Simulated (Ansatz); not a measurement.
The cluster Zn₃O₃. The state is a singlet with charge 0. Geometry r2SCAN-D4/def2-SVP, basis def2-TZVP, Ansatz.

```tsv
atom	x (Å)	y (Å)	z (Å)
Zn1	-0.250	1.024	-1.073
Zn2	-0.466	-1.418	-0.190
Zn3	0.716	0.394	1.263
O4	-0.956	-0.526	-1.686
O5	0.334	-1.367	1.433
O6	0.622	1.893	0.253
```

```csv
run,HOMO (eV),LUMO (eV)
A,-7.78,-2.55
B,-7.98,-2.38
C,-6.34,-3.50
D,-6.26,-3.53
E,-6.58,-3.23
F,-11.41,0.41
```

The structure comes from a short search, and lower isomers may exist.

**Question.** The runs used BLYP, HF, PBE, PBE0, r2SCAN, r2SCAN0. Estimate which is which.

**Answer.** A PBE0 (25 % exact exchange); B r2SCAN0 (25 % exact exchange); C PBE (0 % exact exchange); D BLYP (0 % exact exchange); E r2SCAN (0 % exact exchange); F HF (100 % exact exchange). Exact exchange lowers occupied and raises empty levels; among semilocal functionals meta-GGAs tend to open the gap a little, and such runs are hard to tell apart. The gap grows from 2.73 eV (BLYP) to 11.81 eV (HF).
